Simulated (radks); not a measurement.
Values are calculated unless marked as measured or tabulated.
Question: Excited configurations of the scandium ion Sc8+: one electron is placed in a higher orbital outside [Ne] 3s2. The ground configuration is [Ne] 3s2 3p1. Code: a radial shooting solver on a logarithmic mesh with Libxc functionals. Model: scalar-relativistic Kohn-Sham, PBEsol, spin-unpolarised, spherical densities, finite nucleus; Fermi nuclear charge, rms radius 3.5459 fm. Excitation = E - E(ground); binding = E(ion) - E, where the ion is the core of charge +9; n* = 9/sqrt(2 binding) in atomic units. These energies are relativistic, and a one-electron ion of charge +9 with no core already has n* below n in this formula (scalar-relativistic equation, point nucleus: 4d 4.000, 4f 4.000, 5f 5.000, 6d 5.999, 6f 6.000, 7p 6.999). The quantum defect is therefore taken as that value minus n*, so that it holds no relativistic shift of the bare ion.

outer orbital  excitation (eV)  binding (eV)     n*  quantum defect  eigenvalue (eV)  <r> (bohr)
4d                      102.00        77.448  3.772           0.227          -72.662       2.050
4f                      108.40        71.044  3.939           0.061          -65.556       1.885
6d                      145.93        33.515  5.734           0.265          -31.801       5.186
6f                      147.52        31.921  5.876           0.124          -30.187       5.121
7p                      153.20        26.248  6.480           0.519          -25.028       6.944

Estimate the row for 5f.

Answer: excitation (eV) 133.50; binding (eV) 45.942; n* 4.898; quantum defect 0.102; eigenvalue (eV) -43.115; <r> (bohr) 3.343. The Delta-SCF ionisation energy is 179.44 eV (NIST Atomic Spectra Database: 180.0 eV, measured). Self-interaction in the functional shifts the binding energies and quantum defects, so they are the method's values and not measured ones. Spin polarisation and multiplet splitting are left out, so open shells lie too high by an amount that depends on their filling.

Beside tabulated values, note that spin-unpolarised runs miss the spin-polarisation part of the exchange energy of open shells.
